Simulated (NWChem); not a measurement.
Molecule: CH4AlClSe; SMILES [CH3][Al]([Cl])[SeH]

```xyz
8

Al    -0.4752    -0.6066    -0.0668
Cl     0.9970    -2.0942    -0.3387
C     -2.3555    -1.0861    -0.0278
H     -2.6420    -1.5783    -0.9719
H     -3.0178    -0.2201     0.1223
H     -2.5467    -1.8097     0.7819
Se     0.3671     1.5327     0.1648
H     -0.9840     2.0999     0.3110
```
Atoms are numbered in this order, from 1.

Level: PBE0/def2-SVP (NWChem), optimised geometry, unscaled harmonic frequencies. This build's default masses of Se (78.918 u) and Br (79.917 u) are each other's, which moves their modes by up to 0.6 %.

**Question.** List the harmonic frequencies with IR intensities, and the thermochemistry.

**Answer.** 
| frequency (cm⁻¹) | IR intensity (km/mol) |
|---|---|
| 39 | 0.0 |
| 114 | 4.3 |
| 144 | 3.5 |
| 178 | 14.6 |
| 251 | 2.7 |
| 340 | 14.1 |
| 533 | 90.1 |
| 580 | 4.2 |
| 648 | 35.6 |
| 684 | 87.3 |
| 720 | 107.4 |
| 1212 | 22.3 |
| 1417 | 2.4 |
| 1419 | 3.7 |
| 2449 | 9.8 |
| 3052 | 0.6 |
| 3151 | 0.4 |
| 3169 | 1.6 |

| Item | Result |
|---|---|
| zero-point energy | 28.7 kcal/mol |
| thermal correction to the enthalpy at 298.15 K (with zero-point energy) | 33.9 kcal/mol |
| heat capacity Cv | 22.2 cal/(mol K) |
| entropy at 298.15 K and 1 atm (symmetry number 1) | 88.3 cal/(mol K) |
| dipole moment | 2.49 D |

Rigid rotor and harmonic oscillator; modes under 100 cm⁻¹ make the entropy uncertain.
